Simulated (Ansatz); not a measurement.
C3H10OSi can be A, `CCCO[SiH3]`, or B, `C[Si](C)(C)O`.

Computed with Ansatz on PBE0-D4/def2-TZVP structures; ΔE is electronic, products minus reactants. CCSD(T)/CBS is the MP2 limit (def2-TZVPP, def2-QZVPP) plus CCSD(T) − MP2 in def2-TZVPP, frozen cores. DFT in def2-TZVPP. B3LYP here is the variant with VWN-RPA as its local correlation; programs differ in this. Each species was taken in one conformer, which may not be the lowest.

(1) Which isomer does CCSD(T)/CBS put lower? Give the gap. (Estimate.)

(2) Give E(B) − E(A) in kcal/mol with B3LYP-D4, CCSD/def2-TZVPP, HF/def2-TZVPP, PBE0-D4, B3LYP, MP2/def2-TZVPP, ωB97M-V. (Estimate.)

Largest T1 diagnostic: 0.010.

Results:

(1) Computed: B, by 44.6 kcal/mol.

(2) Computed: B3LYP-D4 -43.0, CCSD/def2-TZVPP -42.7, HF/def2-TZVPP -37.3, PBE0-D4 -44.8, B3LYP -41.7, MP2/def2-TZVPP -45.6, ωB97M-V -45.3. None reverses the order clearly.

In def2-TZVPP, CCSD(T) changes the Hartree–Fock value by −5.9 kcal/mol (the triples alone add −0.5 kcal/mol) and MP2 by −8.3 kcal/mol. The D4 term adds −1.3 kcal/mol with B3LYP and −0.7 kcal/mol with PBE0; it sums over pairs of atoms, weighted by their polarisabilities, and B3LYP, whose exchange is more repulsive, gets the larger term.
